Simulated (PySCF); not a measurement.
## Scalar relativity in K⁻ (potassium, charge -1)

[Ar] 4s2, closed-shell 1S; UHF calculated with PySCF 2.14 in dyall-av3z, once non-relativistic with a point nucleus and once with spin-free X2C-1e and a Gaussian nucleus.

```
shell  ε non-rel. (eV)  ε X2C (eV)  rms r non-rel. (bohr, spins averaged)  rms r X2C (bohr, spins averaged)  change of radius (%)
   1s          -3630.4     -3646.8                                0.09441                           0.09371                 -0.74
   2s          -391.04     -394.05                                 0.4202                            0.4178                 -0.59
   2p          -310.20     -310.33                                 0.3883                            0.3875                 -0.21
   3s          -44.330     -44.650                                  1.372                             1.366                 -0.44
   3p          -22.713     -22.668                                  1.563                             1.562                 -0.06
   4s           -0.280      -0.281                                  8.400                             8.374                 -0.32
```

The total energy goes from -599.1618 to -601.4614 hartree.

Relativity contracts and stabilises s shells directly. The contracted s shells screen the nucleus better, so for spin-averaged p shells the direct and indirect effects partly cancel.
